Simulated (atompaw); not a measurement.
Scattering properties, PAW (atompaw) potential for hafnium

hafnium, PAW, made with atompaw 4.2.0.5 (PBE, scalar-relativistic). Core [Kr] 4d10 4f14 5s2, reference 5p6 5d2 6s1.5 6p0 (charge +0.5). Waves: 6s (bound): rc 2.75 bohr; 6s channel at 0.05 Ry: rc 2.75 bohr; 5p (bound): rc 2.40 bohr; 6p (bound, empty): rc 2.05 bohr; 5d (bound): rc 2.75 bohr; 5d channel at 0.25 Ry: rc 2.75 bohr. Local part: bessel scheme, radius 2.20 bohr. Core correction: smooth core density matched at 2.30 bohr. Augmentation charge: besselshape compensation charge, radius 2.60 bohr; PAW radius 2.75 bohr; waves and projectors: custom polynom2 7 10 vanderbiltortho.

The phase is arctan(r·u′/u) with u = r·R(r), unwrapped; energies in Ry, scanned from -5 to 5 Ry. A pole is an energy at which the radial function vanishes at the test radius. The pseudo phase is shifted by a multiple of π to meet the all-electron one at the reference energy, and phase errors are pseudo minus all-electron; the curves can meet again beyond the range given. Levels narrower than the energy grid can be missing from the lists of poles.

Question: For each channel, where are the poles, and over which energies does the pseudopotential scatter like the atom?

Answer:

```csv
channel,radius (bohr),reference energy (Ry),"poles, all-electron","poles, pseudo",unbroken range about the reference energy with phases within 0.05 rad,phase error 1 Ry above the reference energy (rad)
s,2.77,-0.58,1.83,"1.70, 2.46",below 2.0,-0.000
p,2.77,-0.28,"-2.76, 3.36","-2.76, 3.41",the whole range,+0.003
d,2.77,-0.43,0.23,0.23,below 2.1,+0.000
```

Phases in the d channel:

```
E (Ry)  all-electron  pseudo
 -5.00         1.402   1.404
 -4.52         1.392   1.394
 -4.04         1.380   1.382
 -3.56         1.366   1.367
 -3.08         1.347   1.349
 -2.60         1.321   1.323
 -2.12         1.283   1.284
 -1.64         1.218   1.219
 -1.16         1.068   1.069
 -0.68         0.346   0.347
 -0.20        -1.290  -1.290
  0.28        -1.590  -1.590
  0.76        -1.714  -1.713
  1.24        -1.819  -1.816
  1.72        -1.966  -1.951
  2.20        -2.284  -2.208
  2.68        -3.210  -2.869
  3.16        -4.104  -3.829
  3.64        -4.402  -4.254
  4.12        -4.529  -4.428
  4.60        -4.601  -4.519
```
